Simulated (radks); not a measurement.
Initial-state core-level shifts of the phosphorus ion P2+ when its valence configuration changes from [Ne] 3s2 3p1. Method: scalar-relativistic Kohn-Sham, PBE, spin-polarised, spherical densities, point nucleus; open shells are filled with parallel spins first; computed with a radial shooting solver on a logarithmic mesh with Libxc functionals. Shifts are changes of the shell-averaged eigenvalues in eV (positive: less bound).

valence,1s,2s,2p
3s1 3p2,-0.838,-0.882,-0.862
3s1.5 3p1.5,-0.495,-0.507,-0.498
3s0.5 3p2.5,-1.507,-1.549,-1.520
3p3,-2.168,-2.208,-2.169
